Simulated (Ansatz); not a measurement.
Reaction (isomerisation): `CC[SiH](F)S` → `C[Si](C)(F)S`

Calculated with Ansatz (gas phase, PBE0-D4/def2-TZVP geometries, no zero-point term in ΔE). CCSD(T)/CBS adds triple-zeta CCSD(T) − MP2 to the extrapolated MP2 energy (def2 sets, frozen cores). One conformer a species, not always the lowest.

`CC[SiH](F)S`:

```xyz
12

C     1.590    0.380    0.508
C     0.388    0.347   -0.434
Si   -0.996   -0.734    0.174
F    -1.407   -0.216    1.635
S    -2.674   -0.728   -1.130
H     2.381    1.024    0.118
H     2.017   -0.616    0.647
H     1.311    0.758    1.494
H    -0.010    1.357   -0.585
H     0.677   -0.016   -1.426
H    -0.617   -2.160    0.310
H    -2.658    0.604   -1.312
```

`C[Si](C)(F)S`:

Z-matrix (Å, degrees):
```
C
Si 1 1.854
H 1 1.093 2 110.6
H 1 1.093 2 110.8 3 119.8
H 1 1.092 2 110.6 3 -120.5
C 2 1.854 1 112.6 3 -56.5
F 2 1.603 1 108.4 3 63.5
S 2 2.143 1 111.8 3 176.6
H 6 1.092 2 110.6 1 176.9
H 6 1.093 2 110.8 1 -63.3
H 6 1.094 2 110.6 1 56.5
H 8 1.344 2 93.2 1 63.5
```

```json
{"species": "`CC[SiH](F)S`", "MP2/CBS(def2) energy (Eh)": "-866.98779"}
{"species": "`C[Si](C)(F)S`", "MP2/CBS(def2) energy (Eh)": "-867.01107"}
```

Work out ΔE.

ΔE = (-867.01107) − (-866.98779) = -0.02328 Eh = -61.1 kJ/mol. CCSD(T)/CBS gives -59.0 kJ/mol.

Largest T1 diagnostic among the species: 0.011.

At CCSD(T), def2-SVP lies +16.2 kJ/mol from the extrapolated value and def2-TZVPP +1.6 kJ/mol. Leaving LDA and LC-ωPBE aside and taking each functional with its dispersion term where it has one, the values, not all of them listed here, spread over 6.6 kJ/mol, from B97M-V to ωB97X-V.
